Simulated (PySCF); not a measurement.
Isomers of H5NSi2. Gas-phase values, no solvent. Strings in code marks are SMILES.

The dipole moment from two functionals at the same geometries (CAM-B3LYP-D3(BJ)/def2-TZVP), both in PySCF: PBE-D3(BJ)/def2-TZVP and TPSSh-D3(BJ)/def2-TZVP. 

```tsv
species	PBE-D3(BJ)/def2-TZVP (D)	TPSSh-D3(BJ)/def2-TZVP (D)
`N[SiH]=[SiH2]`	3.46	3.54
`[H]/N=[SiH]\[SiH3]`	2.35	2.51
`[SiH3]N=[SiH2]`	2.64	2.84
```

Over these rows, drawn at random from the members with no instability flagged (it was tested for open shells, ions and some series alone), PBE minus TPSSh-D3(BJ): mean -0.14 D, from -0.19 D to -0.07 D.
